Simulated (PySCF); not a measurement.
PySCF job for C3H6NO, SMILES C[N]C(C)=O, multiplicity 2, TDA-PBE/def2-SVPD. The structure is a stationary point at B3LYP-D3(BJ)/def2-SVP. The isomer is the one that the SMILES or the coordinates give; other isomers of the formula were not compared.

```python
import numpy as np
from pyscf import gto, scf, dft, tdscf

mol = gto.M(
    atom='''
    C     1.85750243    0.47622973    0.21385533
    N     0.78035372   -0.46009733    0.29110553
    C    -0.47111148   -0.05682293   -0.13858539
    C    -1.63041451   -0.72416850    0.55975236
    O    -0.59648101    0.70396680   -1.08915990
    H     2.71741988    0.02207534   -0.30891958
    H     1.57913329    1.42898764   -0.26813404
    H     2.21063037    0.67678418    1.24553111
    H    -2.57022139   -0.24114672    0.26309181
    H    -1.50375563   -0.67956166    1.65288852
    H    -1.65969313   -1.78962177    0.28094898
    ''',
    basis='def2-SVPD',
    charge=0,
    spin=1,
    max_memory=1600,
    verbose=4,
)
mf = dft.UKS(mol, xc='pbe').density_fit(auxbasis='def2-universal-jkfit')
mf.grids.level = 3
mf.conv_tol = 1e-9
mf.max_cycle = 100
mf.kernel()
fine, coarse = mf.grids, dft.Grids(mol).set(level=1).build(with_non0tab=True)
for _ in range(3):  # follow internal instabilities
    mf.grids = coarse
    mo, _, stable, _ = mf.stability(return_status=True, nroots=4)
    mf.grids = fine
    if stable:
        break
    mf.kernel(mf.make_rdm1(mo, mf.mo_occ))
mf.grids = dft.Grids(mol).set(level=1).build(with_non0tab=True)  # coarser grid for the response kernel
td = tdscf.TDA(mf)
td.nstates = 10
td.conv_tol = 1e-4
td.positive_eig_threshold = 1e-6
td.kernel(x0=td.get_init_guess(mf, 15))
td.analyze()
```

Log of the run:

```
PySCF version 2.14.0

[INPUT] verbose = 4
[INPUT] num. atoms = 11
[INPUT] num. electrons = 39
[INPUT] charge = 0
[INPUT] spin (= nelec alpha-beta = 2S) = 1
[INPUT] symmetry False subgroup None
[INPUT] Mole.unit = angstrom
[INPUT] Symbol           X                Y                Z      unit          X                Y                Z       unit  Magmom
[INPUT]  1 C      1.857502430000   0.476229730000   0.213855330000 AA    3.510170868414   0.899943762076   0.404128003978 Bohr   0.0
[INPUT]  2 N      0.780353720000  -0.460097330000   0.291105530000 AA    1.474654811086  -0.869457944344   0.550109725046 Bohr   0.0
[INPUT]  3 C     -0.471111480000  -0.056822930000  -0.138585390000 AA   -0.890271671339  -0.107379775295  -0.261888431966 Bohr   0.0
[INPUT]  4 C     -1.630414510000  -0.724168500000   0.559752360000 AA   -3.081036893417  -1.368480133037   1.057778657979 Bohr   0.0
[INPUT]  5 O     -0.596481010000   0.703966800000  -1.089159900000 AA   -1.127185747404   1.330304452786  -2.058213916859 Bohr   0.0
[INPUT]  6 H      2.717419880000   0.022075340000  -0.308919580000 AA    5.135179338648   0.041716346707  -0.583773400716 Bohr   0.0
[INPUT]  7 H      1.579133290000   1.428987640000  -0.268134040000 AA    2.984129432283   2.700395274989  -0.506699900273 Bohr   0.0
[INPUT]  8 H      2.210630370000   0.676784180000   1.245531110000 AA    4.177485961946   1.278936745638   2.353712677526 Bohr   0.0
[INPUT]  9 H     -2.570221390000  -0.241146720000   0.263091810000 AA   -4.857014506599  -0.455701256637   0.497171466516 Bohr   0.0
[INPUT] 10 H     -1.503755630000  -0.679561660000   1.652888520000 AA   -2.841686298973  -1.284185422155   3.123506617238 Bohr   0.0
[INPUT] 11 H     -1.659693130000  -1.789621770000   0.280948980000 AA   -3.136365466522  -3.381895011859   0.530916627176 Bohr   0.0

nuclear repulsion = 169.789190855831
number of shells = 65
number of NR pGTOs = 213
number of NR cGTOs = 151
basis = def2-SVPD
ecp = {}


[settings echo left out]
init E= -247.685050456881
  alpha nocc = 20  HOMO = -0.257758935298776  LUMO = -0.0799305108824071
  beta  nocc = 19  HOMO = -0.301631743981852  LUMO = -0.257758935298776

WARN: HOMO -0.257758935298776 >= LUMO -0.257758935298776

cycle= 1 E= -247.227305967517  delta_E= 0.458  |g|= 0.605  |ddm|= 3.21
  alpha nocc = 20  HOMO = -0.0349698807721821  LUMO = 0.0066129223674638
  beta  nocc = 19  HOMO = -0.144942769124465  LUMO = -0.0303042768613708
  HOMO = -0.0349698807722  LUMO = -0.0303042768614  gap/eV = 0.12696
cycle= 2 E= -245.368441001552  delta_E= 1.86  |g|= 1.96  |ddm|= 2.81
  alpha nocc = 20  HOMO = -0.184760597146511  LUMO = -0.0146341153025102
  beta  nocc = 19  HOMO = -0.185742151476938  LUMO = -0.141642840948664
  HOMO = -0.184760597147  LUMO = -0.141642840949  gap/eV = 1.17329
cycle= 3 E= -247.295726855561  delta_E= -1.93  |g|= 0.415  |ddm|= 2.66
  alpha nocc = 20  HOMO = -0.237258171205933  LUMO = -0.0291784820077132
  beta  nocc = 19  HOMO = -0.225446933941706  LUMO = -0.197568422291959
  HOMO = -0.225446933942  LUMO = -0.197568422292  gap/eV = 0.75861
cycle= 4 E= -247.376940105216  delta_E= -0.0812  |g|= 0.146  |ddm|= 0.858
  alpha nocc = 20  HOMO = -0.23401160068701  LUMO = -0.0386927385979026
  beta  nocc = 19  HOMO = -0.223583426191849  LUMO = -0.184225567562633
  HOMO = -0.223583426192  LUMO = -0.184225567563  gap/eV = 1.07098
cycle= 5 E= -247.385174477173  delta_E= -0.00823  |g|= 0.0661  |ddm|= 0.254
  alpha nocc = 20  HOMO = -0.231311624860737  LUMO = -0.0327789253135959
  beta  nocc = 19  HOMO = -0.221840020515897  LUMO = -0.183245967515249
  HOMO = -0.221840020516  LUMO = -0.183245967515  gap/eV = 1.05020
cycle= 6 E= -247.387184564019  delta_E= -0.00201  |g|= 0.0121  |ddm|= 0.0869
  alpha nocc = 20  HOMO = -0.230425903076336  LUMO = -0.0326207398054863
  beta  nocc = 19  HOMO = -0.221454326208995  LUMO = -0.181355132086375
  HOMO = -0.221454326209  LUMO = -0.181355132086  gap/eV = 1.09115
cycle= 7 E= -247.387254408596  delta_E= -6.98e-05  |g|= 0.00474  |ddm|= 0.0262
  alpha nocc = 20  HOMO = -0.231144424215833  LUMO = -0.0335424638532977
  beta  nocc = 19  HOMO = -0.222302209315815  LUMO = -0.181933382098887
  HOMO = -0.222302209316  LUMO = -0.181933382099  gap/eV = 1.09849
cycle= 8 E= -247.387264824564  delta_E= -1.04e-05  |g|= 0.0027  |ddm|= 0.0102
  alpha nocc = 20  HOMO = -0.230572674282832  LUMO = -0.0331539787718995
  beta  nocc = 19  HOMO = -0.221811264622536  LUMO = -0.181430230549001
  HOMO = -0.221811264623  LUMO = -0.181430230549  gap/eV = 1.09882
cycle= 9 E= -247.387268905346  delta_E= -4.08e-06  |g|= 0.000734  |ddm|= 0.00473
  alpha nocc = 20  HOMO = -0.23062867694196  LUMO = -0.0332808436920189
  beta  nocc = 19  HOMO = -0.22187700656469  LUMO = -0.181456342306637
  HOMO = -0.221877006565  LUMO = -0.181456342307  gap/eV = 1.09990
cycle= 10 E= -247.387269281176  delta_E= -3.76e-07  |g|= 0.000402  |ddm|= 0.00241
  alpha nocc = 20  HOMO = -0.23056548176585  LUMO = -0.0332483128801613
  beta  nocc = 19  HOMO = -0.221829908387899  LUMO = -0.18142913964313
  HOMO = -0.221829908388  LUMO = -0.181429139643  gap/eV = 1.09936
cycle= 11 E= -247.387269366099  delta_E= -8.49e-08  |g|= 0.000214  |ddm|= 0.00103
  alpha nocc = 20  HOMO = -0.230578217319393  LUMO = -0.0332545019961064
  beta  nocc = 19  HOMO = -0.221840485554828  LUMO = -0.181430223085989
  HOMO = -0.221840485555  LUMO = -0.181430223086  gap/eV = 1.09962
cycle= 12 E= -247.387269389577  delta_E= -2.35e-08  |g|= 6.17e-05  |ddm|= 0.000328
  alpha nocc = 20  HOMO = -0.230570678392062  LUMO = -0.0332531484414633
  beta  nocc = 19  HOMO = -0.221832811354533  LUMO = -0.181422735144294
  HOMO = -0.221832811355  LUMO = -0.181422735144  gap/eV = 1.09961
cycle= 13 E= -247.387269389572  delta_E= 4.95e-12  |g|= 7.64e-05  |ddm|= 0.000275
  alpha nocc = 20  HOMO = -0.230571052570251  LUMO = -0.0332569122154744
  beta  nocc = 19  HOMO = -0.221835251535036  LUMO = -0.181428724350336
  HOMO = -0.221835251535  LUMO = -0.18142872435  gap/eV = 1.09952
cycle= 14 E= -247.387269392571  delta_E= -3e-09  |g|= 1.33e-05  |ddm|= 0.000124
  alpha nocc = 20  HOMO = -0.230570226444918  LUMO = -0.0332554825113771
  beta  nocc = 19  HOMO = -0.221834468336781  LUMO = -0.181428786126254
  HOMO = -0.221834468337  LUMO = -0.181428786126  gap/eV = 1.09949
cycle= 15 E= -247.387269392635  delta_E= -6.43e-11  |g|= 7.66e-06  |ddm|= 2.45e-05
  alpha nocc = 20  HOMO = -0.230570927161171  LUMO = -0.0332567593738275
  beta  nocc = 19  HOMO = -0.221834968563362  LUMO = -0.181427942283207
  HOMO = -0.221834968563  LUMO = -0.181427942283  gap/eV = 1.09953
Extra cycle  E= -247.387269392496  delta_E= 1.39e-10  |g|= 1.84e-05  |ddm|= 3.81e-05
converged SCF energy = -247.387269392496  <S^2> = 0.75529462  2S+1 = 2.0052876
tot grids = 40672
uhf_internal: lowest eigs of H = [0.84111142 0.86181997 0.86537813 0.86617494]
<class 'pyscf.df.df_jk.DFUKS'> wavefunction is stable in the internal stability analysis
tot grids = 40672
Overwritten attributes  positive_eig_threshold  of <class 'pyscf.tdscf.uks.TDA'>


******** <class 'pyscf.tdscf.uks.TDA'> for <class 'pyscf.df.df_jk.DFUKS'> ********
nstates = 10
deg_eia_thresh = 1.000e-03
wfnsym = None
conv_tol = 0.0001
eigh lindep = 1e-12
eigh level_shift = 0
eigh max_cycle = 100


Excitation energies (eV)
[1.05015478 2.21953928 3.99724925 4.72983909 4.78533906 5.21347484
 5.28258347 5.61517193 5.8046178  5.96406519]

** Excitation energies and oscillator strengths **
Excited State   1:      1.05015 eV   1180.63 nm  f=0.0008
      18b ->   20b     -0.10735
      19b ->   20b     -0.99142
Excited State   2:      2.21954 eV    558.60 nm  f=0.0115
      18b ->   20b     -0.97695
Excited State   3:      3.99725 eV    310.17 nm  f=0.0075
      17a ->   21a     -0.10387
      19a ->   21a     -0.21305
      17b ->   20b     -0.96129
Excited State   4:      4.72984 eV    262.13 nm  f=0.0065
      16b ->   20b      0.99067
Excited State   5:      4.78534 eV    259.09 nm  f=0.0000
      19a ->   21a     -0.22757
      20a ->   21a     -0.65256
      19b ->   21b      0.71498
Excited State   6:      5.21347 eV    237.81 nm  f=0.0004
      19a ->   21a      0.56470
      20a ->   21a     -0.59916
      15b ->   20b     -0.40863
      18b ->   21b     -0.10919
      19b ->   21b     -0.34560
Excited State   7:      5.28258 eV    234.70 nm  f=0.0020
      19a ->   21a     -0.10253
      20a ->   21a      0.33609
      14b ->   20b      0.15093
      15b ->   20b     -0.87366
      19b ->   21b      0.28245
Excited State   8:      5.61517 eV    220.80 nm  f=0.0084
      19a ->   21a     -0.34785
      20a ->   21a     -0.20238
      12b ->   20b     -0.13441
      13b ->   20b     -0.22926
      14b ->   20b      0.77749
      18b ->   21b      0.23324
      19b ->   21b     -0.29101
Excited State   9:      5.80462 eV    213.60 nm  f=0.0568
      18a ->   21a     -0.24407
      19a ->   21a     -0.20538
      20a ->   21a     -0.14029
      14b ->   20b     -0.48708
      15b ->   20b     -0.15692
      18b ->   21b      0.70851
      19b ->   21b     -0.26374
Excited State  10:      5.96407 eV    207.89 nm  f=0.0576
      18a ->   21a     -0.59421
      19a ->   21a      0.36009
      20a ->   21a      0.10691
      13b ->   20b      0.43596
      14b ->   20b      0.30463
      15b ->   20b      0.15596
      18b ->   21b      0.31882
      19b ->   21b      0.20610
      19b ->   22b      0.12780

** Transition electric dipole moments (AU) **
state          X           Y           Z        Dip. S.      Osc.
  1        -0.1642      0.0412     -0.0265      0.0294      0.0008
  2         0.3026     -0.1266      0.3227      0.2117      0.0115
  3         0.0402     -0.1981      0.1891      0.0766      0.0075
  4         0.2130      0.0982      0.0381      0.0565      0.0065
  5         0.0042     -0.0028     -0.0178      0.0003      0.0000
  6        -0.0043      0.0285     -0.0482      0.0032      0.0004
  7         0.0480      0.0037     -0.1145      0.0154      0.0020
  8         0.2139      0.0987     -0.0748      0.0611      0.0084
  9        -0.5944     -0.1254     -0.1748      0.3996      0.0568
 10         0.5772      0.1468      0.1996      0.3945      0.0576

** Transition velocity dipole moments (imaginary part, AU) **
state          X           Y           Z        Dip. S.      Osc.
  1         0.0187     -0.0180      0.0157      0.0009      0.0159
  2        -0.0229      0.0507     -0.0828      0.0100      0.0814
  3        -0.0124      0.0233     -0.0312      0.0017      0.0076
  4         0.0111      0.0047     -0.0052      0.0002      0.0007
  5        -0.0015      0.0014     -0.0002      0.0000      0.0000
  6         0.0004      0.0033      0.0043      0.0000      0.0001
  7         0.0070      0.0057      0.0071      0.0001      0.0005
  8         0.0251     -0.0092      0.0085      0.0008      0.0025
  9        -0.0543     -0.0224      0.0174      0.0038      0.0117
 10         0.0586      0.0277     -0.0111      0.0043      0.0131

** Transition magnetic dipole moments (imaginary part, AU) **
state          X           Y           Z
  1         0.4304     -0.0266      0.3178
  2         0.4678      0.0836     -0.1006
  3        -0.0859     -0.0964      0.1561
  4        -0.1524      0.1124      0.0708
  5        -0.0397     -0.0115     -0.0047
  6         0.0719      0.2063     -0.4383
  7        -0.2584     -0.4624      0.1940
  8         0.0585      0.0919     -0.2467
  9        -0.3422      0.2017     -0.2446
 10         0.0978     -0.1626      0.0034
```

The run converged.
